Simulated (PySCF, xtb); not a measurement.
CH3FO2Si2, SMILES O=C1O[Si@H](F)[SiH2]1.

Harmonic wavenumbers (cm⁻¹) from xtb with GFN2-xTB at its own minimum, in rising order: 88, 129, 238, 338, 358, 378, 417, 432, 496, 574, 596, 642, 677, 751, 813, 840, 1021, 1804, 2250, 2261, 2372.

Task: What does PySCF with PBE-D3(BJ)/def2-SVP give at its own minimum? (The exact figures need the calculation; the answer reports its results.)

Result: 76, 157, 260, 329, 343, 399, 429, 495, 572, 621, 666, 713, 805, 815, 872, 901, 1002, 1835, 2171, 2194, 2223. Paired by order, the mean absolute difference is 52 cm⁻¹ and the zero-point energies are 25.0 and 25.6 kcal/mol.
